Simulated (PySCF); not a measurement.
**Where the electron goes**

C₆H₇FOSi.
Structure used (PBE0-D3(BJ)/def2-SVP), in Å, numbered top down from 1:
```xyz
16
C6H7FOSi angstrom
F      2.9713   -1.5047   -0.1532
Si     2.6748   -0.0151    0.4183
O      1.2899    0.5867   -0.2634
C      0.0104    0.1569   -0.0815
C     -0.2945   -1.1997    0.0628
C     -1.6206   -1.5908    0.2402
C     -2.6418   -0.6433    0.2664
C     -2.3278    0.7075    0.1123
C     -1.0074    1.1126   -0.0600
H      2.5200   -0.1399    1.8893
H      3.7647    0.8830   -0.0193
H      0.5058   -1.9418    0.0158
H     -1.8537   -2.6524    0.3523
H     -3.6793   -0.9555    0.4022
H     -3.1213    1.4585    0.1289
H     -0.7420    2.1646   -0.1799
```

The calculation used TDDFT CAM-B3LYP/def2-SVPD, vertical, gas phase, core orbitals frozen in the response (PySCF 2.14.0, density-fitted response routines).

Kohn–Sham orbitals with the atoms that hold most of them (Löwdin shares over 4%, at most four atoms; ? is withheld):

```json
{"orbital": "HOMO-3", "ε (eV)": "-11.12", "atoms": "Si2 21%, H10 16%, O3 16%, H11 12%"}
{"orbital": "HOMO-2", "ε (eV)": "-10.88", "atoms": "O3 29%, C4 12%, C5 9%, C9 8%"}
{"orbital": "HOMO-1", "ε (eV)": "-8.74", "atoms": "C5 21%, C8 20%, C9 20%, C6 19%"}
{"orbital": "HOMO", "ε (eV)": "-8.14", "atoms": "?"}
{"orbital": "LUMO", "ε (eV)": "?", "atoms": "?"}
{"orbital": "LUMO+1", "ε (eV)": "0.78", "atoms": "C4 16%, C7 16%, C8 11%, Si2 11%"}
{"orbital": "LUMO+2", "ε (eV)": "1.29", "atoms": "Si2 24%, F1 12%, H10 10%, O3 10%"}
```

Task: Which atoms hold the LUMO, and with what shares?

Result: C6 (bonded to 2 C and H) 18%; C9 (bonded to 2 C and H) 18%; C8 (bonded to 2 C and H) 16%; C5 (bonded to 2 C and H) 15%.

Task: Give the leading atoms of the HOMO.

Result: C7 (bonded to 2 C and H) 22%; C4 (bonded to 2 C and O) 18%; O3 (bonded to C and Si) 15%; C9 (bonded to 2 C and H) 11%. By element: carbon 51% or more, oxygen 15%.

Task: What is the LUMO energy, and the HOMO–LUMO gap?

Result: ε(LUMO) = 0.55 eV; the gap is 8.69 eV (0.3194 hartree).

Task: The HOMO–LUMO gap is 8.69 eV. Where does the response calculation put the lowest singlet, and from which orbitals?

Result: S1 is at 5.28 eV (f = 0.017), 3.41 eV below the gap, made of HOMO→LUMO (70%), HOMO-1→LUMO+1 (22%). Without the coupling terms of the response equations the lowest excitation would equal the gap.

Next come S2 at 5.99 eV (f 0.059), HOMO→LUMO+1 (64%), HOMO-1→LUMO (27%); S3 at 6.77 eV (f 0.309), HOMO-1→LUMO (28%), HOMO→LUMO+1 (20%), HOMO→LUMO+2 (19%); S4 at 6.83 eV (f 0.086), HOMO→LUMO+3 (69%), HOMO-1→LUMO (9%); S5 at 6.94 eV (f 0.382), HOMO-1→LUMO+1 (52%), HOMO→LUMO (21%).

One conformer stands for the species.
